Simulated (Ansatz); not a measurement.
Cost and result up the ladder for the cluster Al2B5 (7 atoms). Charge 0, multiplicity 2. Geometry: PBE0-D4/def2-SVP.

| atom | x (Å) | y (Å) | z (Å) |
| --- | --- | --- | --- |
| B1 | 0.351 | -0.174 | 1.291 |
| B2 | 0.480 | -0.088 | -1.257 |
| B3 | -1.050 | -0.054 | -0.844 |
| B4 | -1.121 | 0.148 | 0.734 |
| B5 | 1.336 | 0.168 | 0.066 |
| Al6 | -0.004 | 1.898 | -0.011 |
| Al7 | 0.008 | -1.898 | 0.020 |

Ansatz on 4 threads of Arm Neoverse V1 on a shared host. Times are rough, and most runs start from the orbitals of an earlier one. PBE0-D4/def2-TZVP serves as the yardstick here, not as an exact answer. Binding counts from free atoms at the same level (B doublet, Al doublet; other spins of the atoms weren't run), without zero-point energy or a counterpoise term.

LC-ωPBE has ω = 0.4 bohr⁻¹. Another isomer (doublet) lies 0.50 eV lower at PBE0-D4/def2-TZVP; other spin states weren't run for this one.

| level | functions | binding energy per atom (eV) | difference from PBE0-D4/def2-TZVP (eV) | remarks |
| --- | --- | --- | --- | --- |
| PBE0-D4/def2-TZVP | 229 | 3.73 | 0.00 | – |
| LC-ωPBE/def2-TZVP | 229 | 3.54 | -0.19 | – |
| PBE-D4/def2-TZVP (with forces) | 229 | 3.87 | 0.14 | – |
| HF/def2-TZVP | 229 | 2.28 | -1.45 | spin-contaminated (⟨S²⟩ 0.86) |
| r2SCAN-D4/def2-TZVP | 229 | 3.76 | 0.03 | – |

Q: Estimate how long each takes.

A: PBE-D4/def2-TZVP (with forces) 5.5 s; PBE0-D4/def2-TZVP 11 s; HF/def2-TZVP 14 s; r2SCAN-D4/def2-TZVP 15 s; LC-ωPBE/def2-TZVP 18 s. On shared hardware such times vary by a factor of up to 3.
